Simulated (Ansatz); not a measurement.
Species: sum formula H2SiO2Cl (charge 0, doublet). It need not be the lowest isomer of its formula. 
Geometry from a B3LYP-D3(BJ)/def2-TZVP (Ansatz, an electronic-structure program) optimisation:
SMILES: O[Si](O)Cl
```xyz
6

Si     0.1398    -0.0523     0.5727
Cl    -1.3069    -0.1180    -0.9231
O      0.9411     1.3879     0.5691
O      1.2641    -1.2010     0.2604
H      0.4302     2.1980     0.6574
H      2.1878    -0.9550     0.3806
```
Charge 0, spin multiplicity 2.

Property: atomisation energy (electronic, to ground-state atoms); the coupled-cluster value holds the core correlation from cc-pwCVTZ, in kJ/mol. Cores are frozen in the correlated levels unless marked. Open shells are spin-unrestricted. No spin-orbit coupling. No relativistic terms. CBS marks a two-point X^-3 extrapolation of the correlation energy; Hartree-Fock from the larger set.

Level to compare with: CCSD(T)/CBS(cc-pV(T+d)Z,cc-pV(Q+d)Z) plus the core term (Ansatz), 2217.6 kJ/mol. It is a level with limits of its own, and the differences hold the functionals' basis error too.

Question: Rank these functionals by how close they come to CCSD(T)/CBS(cc-pV(T+d)Z,cc-pV(Q+d)Z), closest first: r2SCANh/def2-TZVPD (Ansatz); r2SCAN/def2-TZVPD (Ansatz); HSE06/def2-TZVPD (Ansatz); B97M-V/def2-TZVPD (Ansatz).

Answer: r2SCAN/def2-TZVPD (meta-GGA, 2215.7 kJ/mol, difference -1.9), B97M-V/def2-TZVPD (meta-GGA with VV10, 2200.5 kJ/mol, difference -17.1), r2SCANh/def2-TZVPD (hybrid meta-GGA, 2189.8 kJ/mol, difference -27.8), HSE06/def2-TZVPD (screened hybrid, 2168.5 kJ/mol, difference -49.1)
